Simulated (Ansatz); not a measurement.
Consider the ligand exchange at the Si–S bond: `O[SiH2][S][GeH3]` + H–F → `O[SiH2]F` + `[SH][GeH3]`.

Program: Ansatz. Geometries: PBE0-D4/def2-TZVP. ΔE: electronic, gas phase. CBS: MP2 limit from def2 TZ/QZ plus the TZ coupled-cluster correction, frozen cores. This one scheme is used for every species. For Ge outer-core shells are correlated without core-valence functions, which leaves a few kJ/mol of doubt a bond. Scalar relativity is left out up to krypton. One conformer a species, not always the lowest.

```json
{"species": "`O[SiH2][S][GeH3]`", "CCSD/def2-SVP energy (Eh)": "-2840.42389"}
{"species": "H–F", "CCSD/def2-SVP energy (Eh)": "-100.13731"}
{"species": "`O[SiH2]F`", "CCSD/def2-SVP energy (Eh)": "-465.34479"}
{"species": "`[SH][GeH3]`", "CCSD/def2-SVP energy (Eh)": "-2475.25028"}
```

Q: Work out ΔE.

A: ΔE = (-465.34479) + (-2475.25028) − (-2840.42389) − (-100.13731) = -0.03387 Eh = -21.3 kcal/mol. CCSD(T)/CBS gives -18.6 kcal/mol.

Largest T1 diagnostic among the species: 0.012.

Leaving LDA and LC-ωPBE aside and taking each functional with its dispersion term where it has one, the values, not all of them listed here, spread over 7.1 kcal/mol, from CAM-B3LYP-D4 to revPBE-D4. LDA lies +0.9 kcal/mol from PBE without D4. The D4 term adds +3.2 kcal/mol with B3LYP and +1.8 kcal/mol with PBE0; it sums over pairs of atoms, weighted by their polarisabilities, and B3LYP, whose exchange is more repulsive, gets the larger term.

B3LYP here is the variant with VWN-RPA as its local correlation; programs differ in this.
